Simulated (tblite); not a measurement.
Species: C6H12FOPSi.
Cartesian coordinates in Å at the GFN2-xTB level; atoms count from 1:
```
atom  x, y, z in Å
C1     2.8548   -0.5255    0.4065
C2     1.4049   -0.8762    0.2463
O3     0.8530   -1.7110    0.9259
P4     0.5242   -0.1084   -1.1908
C5     0.5500    1.6706   -0.5895
C6    -0.8936    1.9865   -0.2069
F7    -0.9209    3.0325    0.6934
C8    -1.4925    0.7229    0.3974
C9    -1.1931   -0.4086   -0.5755
Si10  -1.4933   -2.1593    0.1744
H11    3.1613   -0.6104    1.4470
H12    3.0756    0.4650    0.0155
H13    3.4242   -1.2534   -0.1733
H14    1.1827    1.7838    0.2940
H15    0.9213    2.3365   -1.3700
H16   -1.4739    2.3202   -1.0763
H17   -1.0086    0.5425    1.3605
H18   -2.5638    0.8321    0.5683
H19   -1.8414   -0.3043   -1.4528
H20   -1.5069   -2.1305    1.6302
H21   -2.8920   -2.4193   -0.2286
H22   -0.6825   -3.1663   -0.4989
```

Method: GFN2-xTB as coded in tblite; computed harmonic values from a numerical Hessian at the method's own geometry, unscaled. The method is semi-empirical: single wavenumbers can be off by several per cent or more. Modes of hydrogen on silicon can be 10 to 20 % off. One conformer, not necessarily the lowest.

Harmonic wavenumbers (cm⁻¹): 41.9, 60.9, 79.8, 118.2, 135.5, 169.2, 186.0, 283.6, 314.0, 330.2, 351.5, 405.8, 432.5, 460.2, 478.2, 524.7, 558.9, 585.4, 626.4, 653.3, 734.3, 741.7, 818.2, 822.0, 855.3, 892.2, 915.2, 947.7, 959.5, 991.9, 1033.3, 1050.4, 1082.6, 1098.1, 1107.4, 1132.4, 1183.6, 1204.2, 1238.7, 1285.9, 1292.6, 1323.4, 1361.9, 1437.8, 1441.3, 1446.4, 1486.4, 1699.6, 2146.1, 2302.1, 2329.1, 2909.7, 2913.9, 2959.4, 2973.7, 2980.5, 2997.0, 2997.6, 3028.3, 3037.4.

A = 1202, B = 855.1, C = 611.4 MHz; mass 178.038 u (most abundant isotopes); point group C1, symmetry number 1.

Task: What is the zero-point energy?

Result: ½Σν̃ = 35978 cm⁻¹ = 102.86 kcal/mol.

Task: What is S at 500 K and 1 bar for an ideal gas of classical rigid rotors and harmonic oscillators?

Result: Translation 44.03, rotation 32.16, vibration 63.63: S = 139.8 cal/(mol K).

Task: And Cp and H(500 K) − H(0)?

Result: Cp = 69.92 cal/(mol K), of which vibrations give 61.97 (their classical limit is 60 R = 119.2); H(500 K) − H(0) = 20.29 kcal/mol without the zero-point energy, 16.32 from vibrations.

Task: Blend soft modes into free rotors: weight 1/[1 + (100 cm⁻¹/ν̃)⁴] for the oscillator and the rest for a rotor with moment μB/(μ + B), μ = h/(8π²ν), B = 10⁻⁴⁴ kg m². What vibrational entropy results?

Result: 58.79 cal/(mol K) in place of 63.63, which changes −T·S at 500 K by +2.42 kcal/mol.

Task: What must be added to the electronic energy to get the Gibbs energy at 500 K and 1 bar?

Result: ZPE + [H(500 K) − H(0)] − T·S = 102.86 + 20.29 − 69.91 = 53.24 kcal/mol.

Hindered rotation and anharmonicity are outside this model. Other conformers, if any are populated, would add a mixing term that is left out. The structure is chiral; the term R ln 2 for an equal mix with its mirror image is left out.

Run on one thread, x86-64 server, on a shared host. This covers the Hessian and the dipole derivatives.
